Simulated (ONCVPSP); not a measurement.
## Transferability test, ONCV potential for chromium (Cr)

- Element: Cr (Z = 24)
- Generator: ONCVPSP 4.0.1
- Type: optimised norm-conserving Vanderbilt (ONCV)
- Functional: PW91
- Relativity: fully relativistic
- Frozen core: [Ne]
- Valence charge: 14
- Reference configuration: 3s2 3p6 3d5 4s0.5 (charge +0.5)
- Partial waves: 3s+4s: rc 1.35 bohr, ncon 4, nbas 8, qcut 7.9 1/bohr, 2 projectors; 3p: rc 1.00 bohr, ncon 4, nbas 9, qcut 9.5 1/bohr, 2 projectors, debl 0.3 Ha; 3d: rc 1.25 bohr, ncon 5, nbas 10, qcut 13.4 1/bohr, 2 projectors, debl 3.3 Ha
- Local potential: polynomial inside 0.80 bohr (lpopt 5, dvloc0 0 Ha)
- Core correction: Teter function fitted to the true core (icmod 2), fcfact 0.25

Open shells are filled in proportion to 2j + 1.

In the p channel the program set the typed energies aside and used -1.780, 0.250 Ha (j = l + 1/2; the other j can differ).

Energies are relative to the spin-unpolarised reference configuration 3s2 3p6 3d5 4s0.5; without spin polarisation the order of configurations can differ from experiment.

```json
{"valence configuration": "3s2 3p6 3d5 4s1", "charge": "0", "ΔE all-electron (eV)": "-2.728", "error AE − PS (meV)": "-0.3"}
{"valence configuration": "3s2 3p6 3d5 4s0", "charge": "+1", "ΔE all-electron (eV)": "4.208", "error AE − PS (meV)": "+0.3"}
{"valence configuration": "3s2 3p6 3d4 4s0", "charge": "+2", "ΔE all-electron (eV)": "20.334", "error AE − PS (meV)": "+1.1"}
{"valence configuration": "3s2 3p6 3d3 4s0", "charge": "+3", "ΔE all-electron (eV)": "51.181", "error AE − PS (meV)": "+20"}
```

Levels in the configuration 3s2 3p6 3d5 4s0:

```json
{"level": "3s j=1/2", "all-electron (eV)": "-80.970", "pseudo (eV)": "-80.968"}
{"level": "3p j=3/2", "all-electron (eV)": "-52.173", "pseudo (eV)": "-52.172"}
{"level": "3p j=1/2", "all-electron (eV)": "-53.187", "pseudo (eV)": "-53.185"}
{"level": "3d j=5/2", "all-electron (eV)": "-9.905", "pseudo (eV)": "-9.905"}
{"level": "3d j=3/2", "all-electron (eV)": "-9.985", "pseudo (eV)": "-9.985"}
```
